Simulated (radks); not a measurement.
Ti I, configuration [Ar] 3d2 4s1 6f1 (not the ground configuration). Calculated with a radial shooting solver on a logarithmic mesh with Libxc functionals: Dirac Kohn-Sham, BLYP, spin-unpolarised, spherical densities, finite nucleus; open shells fill j = l - 1/2 first; Fermi nuclear charge, rms radius 3.5921 fm. Some entries of the table are withheld. Estimate them.

orbital,occ.,eigenvalue (hartree),<1/r> (bohr^-1)
1s1/2,2,-179.2070,(1)
2s1/2,2,-19.95890,(2)
2p1/2,2,-16.70308,4.492
2p3/2,4,-16.49063,4.435
3s1/2,2,-2.52608,1.399
3p1/2,2,-1.67153,1.273
3p3/2,4,-1.64720,1.261
3d3/2,2,-0.38249,0.8922
3d5/2,0,-0.38071,0.8895
4s1/2,1,-0.34804,(3)
6f5/2,1,-0.01060,(4)
6f7/2,0,-0.01060,(5)

Answer. 
(1) 1s1/2 <1/r> (bohr^-1): 21.80
(2) 2s1/2 <1/r> (bohr^-1): 4.558
(3) 4s1/2 <1/r> (bohr^-1): 0.4098
(4) 6f5/2 <1/r> (bohr^-1): 0.03413
(5) 6f7/2 <1/r> (bohr^-1): 0.03413
